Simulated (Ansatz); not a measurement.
`F[SiH](F)S[SiH3]` + `CCCO` → `CCCO[SiH3]` + `F[SiH](F)S`  (ligand exchange at the Si–S bond)

Isolated molecules relaxed with PBE0-D4/def2-TZVP in Ansatz; ΔE leaves out vibrations. CCSD(T)/CBS is the MP2 limit (def2-TZVPP, def2-QZVPP) plus CCSD(T) − MP2 in def2-TZVPP, frozen cores. Functionals use def2-TZVPP. B3LYP here is the variant with VWN-RPA as its local correlation; programs differ in this. One conformer a species, not always the lowest.

| level | ΔE (kJ/mol) | difference from CCSD(T)/CBS |
| --- | --- | --- |
| PBE-D4 | -14.0 | 11.6 |
| r2SCAN-D4 | -22.7 | 2.9 |
| PBE0-D4 | -16.0 | 9.6 |
| B3LYP-D4 | -28.8 | -3.2 |
| r2SCAN | -22.9 | 2.7 |
| PBE0 | -17.9 | 7.7 |
| CCSD/def2-TZVPP | -31.8 | -6.2 |
| SCS-MP2/def2-QZVPP | -30.7 | -5.1 |
| HF/CBS(def2) | -44.1 | -18.5 |
| MP2/CBS(def2) | -23.6 | 2.0 |
| CCSD(T)/CBS | -25.6 | 0 |

Largest T1 diagnostic among the species: 0.012.

The D4 term adds +4.0 kJ/mol with B3LYP and +1.9 kJ/mol with PBE0; it sums over pairs of atoms, weighted by their polarisabilities, and B3LYP, whose exchange is more repulsive, gets the larger term. In def2-TZVPP, CCSD(T) changes the Hartree–Fock value by +13.3 kJ/mol (the triples alone add +2.7 kJ/mol) and MP2 by +15.3 kJ/mol.
